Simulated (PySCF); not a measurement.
Hf³⁴⁺: ionisation energy

Hf³⁴⁺ [Kr] 4d2 (3F) → Hf³⁵⁺ [Kr] 4d1 (2D), as a difference of total energies. Computed with PySCF 2.14 in an even-tempered Gaussian basis (19 s from 3.2 bohr⁻², ratio 2.5; 14 p from 4.1 bohr⁻², ratio 2.5; 9 d from 4.1 bohr⁻², ratio 2.5; 4 f from 17 bohr⁻², ratio 2.7; 3 g from 25 bohr⁻², ratio 2.7), with scalar relativity by spin-free X2C-1e. Correlated levels: outer shells: [Ar] 3d10 frozen; virtual orbitals above 40 to 60 times the deepest correlated orbital energy dropped. The calculations carry no spin-orbit coupling.

| method | ionisation energy (eV) |
| --- | --- |
| UHF | 1408.5 |
| LDA | 1409.8 |
| PBE | 1410.0 |
| PBE0 | 1410.1 |
| r2SCAN | 1410.1 |
| MP2 (outer shells) | 1408.4 |
| SCS-MP2 (outer shells) | 1408.4 |

Spin-orbit coupling is strong in these open shells (close to jj coupling). The scalar numbers leave it out and a first-order estimate fails, so it can dominate the gap to the real levels.

Breit and QED terms and the two-electron picture change are absent.

For comparison: 1417 ± 5 eV (theoretical estimate listed by NIST; NIST Atomic Spectra Database, ionization energies).
